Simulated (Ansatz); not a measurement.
Consider the atomization: `[OH][Ga]([SH])[SH]` → Ga• + 3 H• + O• + 2 S•.

Computed with Ansatz on PBE0-D4/def2-TZVP structures; ΔE is electronic, products minus reactants. CCSD(T)/CBS is the MP2 limit (def2-TZVPP, def2-QZVPP) plus CCSD(T) − MP2 in def2-TZVPP, frozen cores. This one scheme is used for every species, atoms too. DFT in def2-TZVPP. No spin–orbit coupling; open shells (•) take unrestricted orbitals. Spin–orbit coupling would lower the free atoms: a little for O, S; clearly for Ga. For Ga outer-core shells are correlated without core-valence functions, so the limit isn't a true one: a few kJ/mol of doubt a bond, and 10 to 20 or more in all where bonds break to atoms. Scalar relativity is left out up to krypton. Each species was taken in one conformer, which may not be the lowest.

`[OH][Ga]([SH])[SH]`:

```xyz
7

O    -1.306   -0.107    0.754
Ga    0.165    0.079   -0.235
S    -0.103    1.044   -2.176
S     2.146   -0.604    0.422
H    -1.170   -0.529    1.604
H    -1.422    1.197   -1.963
H     1.689   -1.079    1.594
```

```json
{"level": "BLYP-D4", "ΔE (kJ/mol)": "2120.7"}
{"level": "PBE-QIDH", "ΔE (kJ/mol)": "2138.5"}
{"level": "PBE", "ΔE (kJ/mol)": "2167.6"}
{"level": "HF/def2-SVP", "ΔE (kJ/mol)": "1440.2"}
```

Problem. What does CCSD(T)/CBS give? (Best estimate.)

Solution. Computed: +2173.1 kJ/mol. The listed levels differ from it by -52.4, -34.6, -5.5, -732.9 kJ/mol.

Largest T1 diagnostic among the species: 0.013.

From r2SCAN to r2SCAN0 (25 % exact exchange), in def2-TZVPP and without D4, ΔE moves by −53.3 kJ/mol: exact exchange takes away binding that semilocal exchange gives to molecules. At CCSD(T), def2-SVP lies −191.6 kJ/mol from the extrapolated value and def2-TZVPP −66.0 kJ/mol: correlation converges slowly with the basis, and small sets miss more of it in the bonded molecule than in its fragments. The D4 term adds +29.3 kJ/mol with B3LYP and +15.4 kJ/mol with PBE0; it sums over pairs of atoms, weighted by their polarisabilities, and B3LYP, whose exchange is more repulsive, gets the larger term.

B3LYP here is the variant with VWN-RPA as its local correlation; programs differ in this.

For atomizations the MP2-based limit and the directly extrapolated one differ by several kJ/mol either way, and by 10 to 25 for some Ge, Se and Sn compounds, so smaller differences from it don't rank the levels.
